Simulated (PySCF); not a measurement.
FH₆NOSi₂, SMILES N[Si@@](O)(F)[SiH3]. Coordinates come from a PBE0-D3(BJ)/def2-SVP optimisation. The structure was generated by enumeration; whether it is a known compound was not checked. The values are those of a single conformer.

Computed equilibrium geometry at PBE0-D3(BJ)/def2-SVP (PySCF confirms it by a frequency run) as a Z-matrix (one conformer of several):
```
Si
F 1 1.6377
O 1 1.6567 2 105.59
H 3 0.9616 1 115.70 2 30.22
N 1 1.6994 2 114.62 3 -115.91
H 5 1.0118 1 122.62 2 -78.24
H 5 1.0138 6 112.85 1 -160.23
Si 1 2.3350 2 105.51 3 122.51
H 8 1.4949 1 110.48 2 -169.51
H 8 1.4955 9 108.74 1 -121.82
H 8 1.4974 9 108.37 10 -117.56
```
